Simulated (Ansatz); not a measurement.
Relaxation of CH4BClO (8 atoms, charge 0, multiplicity 1), to a largest force component of 0.015 eV/Å in at most 40 steps.

Method: Ansatz 0.2.0, RKS B3LYP-D4/cc-pVDZ.

```xyz
8
Properties=species:S:1:pos:R:3:forces:R:3
O -0.447 1.373 0.014 -3.59 3.59 -3.05
C 0.465 0.410 0.163 2.49 -2.91 -0.09
B -0.267 -1.009 0.252 1.16 0.32 -0.31
Cl -1.122 -1.667 -1.163 -0.04 0.17 0.40
H -0.713 1.446 -0.984 0.57 -0.27 2.62
H 1.028 0.618 1.102 -0.07 -0.12 -0.23
H 1.220 0.418 -0.677 -0.01 -0.20 0.48
H -0.071 -1.646 1.237 -0.51 -0.59 0.18
```

Question: Where does it end, and by what steps?

Answer: It converged. After 15 steps the energy has fallen by 0.608 eV; Cl4 moved furthest, 0.75 Å.

```tsv
step	energy less start (eV)	largest force component (eV/Å)	accepted
0	0.0000	3.592	yes
1	-0.2385	1.541	yes
2	-0.3854	1.035	yes
3	-0.4293	0.350	yes
4	-0.4525	0.297	yes
5	-0.4649	0.519	yes
6	-0.4990	0.554	yes
7	-0.5437	0.770	yes
8	-0.5854	0.612	yes
9	-0.6043	0.144	yes
10	-0.6045	0.143	yes
11	-0.5863	0.534	no
12	-0.6071	0.054	yes
13	-0.6081	0.030	yes
14	-0.6082	0.021	yes
15	-0.6083	0.007	yes
```

```xyz
8
Properties=species:S:1:pos:R:3
O -0.173 1.494 -0.518
C 0.475 0.451 0.181
B -0.142 -0.977 0.174
Cl -1.625 -1.300 -0.745
H -0.930 1.106 -0.984
H 0.606 0.735 1.251
H 1.524 0.330 -0.179
H 0.357 -1.895 0.764
```

Whether the end is a true minimum wasn't checked by a vibrational analysis.

Run time: 54 s on 1 thread of Arm Neoverse V2 (shared host), peak memory 0.15 GiB.
